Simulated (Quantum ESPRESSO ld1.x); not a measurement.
Results of a calculation; reference values are marked as such.
Question: I37+, 16 electrons, occupied as [Ne] 3s2 3p4. Level of theory: Dirac Kohn-Sham, Wu-Cohen GGA, spin-unpolarised, spherical densities, point nucleus; open shells fill j = l - 1/2 first (ld1.x of Quantum ESPRESSO 7.5). Some entries of the table are withheld. Estimate them.

orbital,occ.,eigenvalue (eV),<1/r> (bohr^-1),<r> (bohr)
1s1/2,2,-35093.4,56.84,0.02722
2s1/2,2,-7150.88,13.43,0.1154
2p1/2,2,-6860.53,13.37,0.09722
2p3/2,4,-6554.97,12.35,0.1027
3s1/2,2,-2739.08,(1),(2)
3p1/2,2,-2633.13,5.283,0.2697
3p3/2,2,-2558.36,5.018,0.2781

Answer: 
(1) 3s1/2 <1/r> (bohr^-1): 5.346
(2) 3s1/2 <r> (bohr): 0.2835
